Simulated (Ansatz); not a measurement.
Consider the cleavage of the Ge–Si bond: `[SiH3][GeH2][SiH2][SiH2][GeH3]` + `O[SiH3]` → `[SiH3][O][GeH2][SiH3]` + `[SiH3][SiH2][GeH3]`.

Computed with Ansatz on PBE0-D4/def2-TZVP structures; ΔE is electronic, products minus reactants. CBS: MP2 limit from def2 TZ/QZ plus the TZ coupled-cluster correction, frozen cores. Functionals use def2-TZVPP. For Ge outer-core shells are correlated without core-valence functions, which leaves a few kJ/mol of doubt a bond. Scalar relativity is left out up to krypton. One conformer a species, not always the lowest.

```json
{"species": "`[SiH3][GeH2][SiH2][SiH2][GeH3]`", "r2SCAN-D4 energy (Eh)": "-5029.63228"}
{"species": "`O[SiH3]`", "r2SCAN-D4 energy (Eh)": "-367.13151"}
{"species": "`[SiH3][O][GeH2][SiH3]`", "r2SCAN-D4 energy (Eh)": "-2736.02338"}
{"species": "`[SiH3][SiH2][GeH3]`", "r2SCAN-D4 energy (Eh)": "-2660.73938"}
```

**Question.** Work out ΔE.

**Answer.** ΔE = (-2736.02338) + (-2660.73938) − (-5029.63228) − (-367.13151) = 0.00103 Eh = +0.03 eV. CCSD(T)/CBS gives +0.02 eV.

Largest T1 diagnostic among the species: 0.013.

In def2-TZVPP, CCSD(T) changes the Hartree–Fock value by +0.37 eV (the triples alone add +0.04 eV) and MP2 by +0.38 eV. The D4 term adds +0.12 eV with B3LYP and +0.07 eV with PBE0; it sums over pairs of atoms, weighted by their polarisabilities, and B3LYP, whose exchange is more repulsive, gets the larger term.

B3LYP here is the variant with VWN-RPA as its local correlation; programs differ in this.
